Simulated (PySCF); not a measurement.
B3LYP has the VWN-RPA correlation part, as in Gaussian. Delta-SCF ions had no search for a lower state. Excitations are Tamm–Dancoff values on a coarser integration grid. The basis has no diffuse functions, so Rydberg states are missing or too high.

C2H3ClSi, SMILES `C#C[SiH2]Cl` (charge 0, multiplicity 1)

Calculation: PySCF with B3LYP-D3(BJ)/def2-TZVP // PBE0-D4/def2-TZVP.

```json
{
 "HOMO": "-8.31 eV",
 "dipole_moment": "1.55 D",
 "HOMO–LUMO gap": "7.31 eV",
 "LUMO": "-1.00 eV",
 "S1 excitation (TDA)": "5.82 eV",
 "S1 oscillator strength": "0.000",
 "T1 excitation (TDA)": "4.91 eV",
 "S1–T1 gap (TDA)": "0.90 eV",
 "vertical ionisation energy (Delta-SCF)": "10.58 eV",
 "total_energy": "-827.7974 Ha",
 "cost": "about 60 core-seconds (a rough figure)"
}
```

Bonded distances (Å): C1–C2 1.206, C1–H5 1.066, C2–Si3 1.815, Si3–Cl4 2.049, Si3–H6 1.478, Si3–H7 1.478. Bond angles (°): C2–C1–H5 179.8, C1–C2–Si3 179.3, C2–Si3–Cl4 109.6, C2–Si3–H6 109.7, C2–Si3–H7 109.7, Cl4–Si3–H6 108.3, Cl4–Si3–H7 108.3, H6–Si3–H7 111.2.
Charge 0, spin multiplicity 1.
